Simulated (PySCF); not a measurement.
# A small calculation by hand: oscillator strength and radiative lifetime

Si(Br)(NH2) (BrH2NSi), SMILES N[Si]Br (connectivity only; charge and spin as stated), neutral, multiplicity 1.

Coordinates come from a PBE0-D3(BJ)/def2-TZVP optimisation. Other conformers were not sampled.

TDDFT-ωB97X/def2-SVPD (PySCF) puts the first singlet state with f over 0.02 at 4.40 eV (vertical), with the transition dipole (0.000, 0.000, 0.638) in atomic units.

**Question.** Find the oscillator strength, the wavelength and the radiative lifetime that this transition would have in vacuum if emission retraced absorption.

**Answer.** 
|μ|² = 0.4070 au, so |μ| = 1.62 D. ΔE = 4.40/27.211 = 0.1617 hartree. f = (2/3) ΔE |μ|² = 0.044 (the program prints 0.044).
λ = 1239.84/4.40 = 282 nm; ν = 35488 cm⁻¹.
Einstein's coefficient A = 0.6670 ν² f s⁻¹ (ν in cm⁻¹) = 3.7e7 s⁻¹, so τ = 1/A = 27 ns. This state is S1. The figure is the radiative limit of this one transition; relaxation, internal conversion, crossing to triplets and a medium change what is measured.
